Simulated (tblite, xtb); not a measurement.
F3In, triplet, at a GFN2-xTB geometry (such geometries of metal compounds can be far from the true shape) (a higher spin typed on purpose: for a closed-shell molecule this is an excited state). Base run: xtb with GFN1-xTB.

xtb was given this input:
```
$ xtb mol.xyz --gfn 1 --uhf 2 --json

# file mol.xyz
4

In    -0.00000000    -0.00000000    -0.00000000
F     -1.99079778    -1.21099599     0.03539377
F      0.01794243     2.18957193    -0.79780488
F      1.97285535    -0.97857595     0.76241111
```

Programs used: tblite, xtb; a row that names a program was run with it.

Variants of this job, named by their change:

| change | ΔE vs base (kcal/mol) | G_solv (kcal/mol) | SCF cycles |
|---|---|---|---|
| base | 0.000 | - | 10 |
| program = tblite; method = gfn1; option = (--efield, 0,0,0.1) | -0.031 | - | - |
| acc = 0.1 | 0.000 | - | 10 |
| alpb = dmso | -4.93 | -4.94 | 10 |
| etemp = 10000 | -71.8 | - | 8 |
| alpb = acetonitrile | -4.26 | -4.28 | 10 |
| gbsa = water | 1.81 | 1.76 | 15 |
| program = tblite; method = gfn1; option = --spin-polarized | -10.72 | - | - |
| etemp = 3000 | -15.27 | - | 8 |
| alpb = acetone | -4.31 | -4.32 | 10 |
| file = coord | 0.000 | - | 10 |
| program = tblite; method = gfn1; option = (--etemp, 2000) | -9.28 | - | - |

ALPB and GBSA are two models with their own fitted parameters for each solvent, which aren't always the measured dielectric constant.
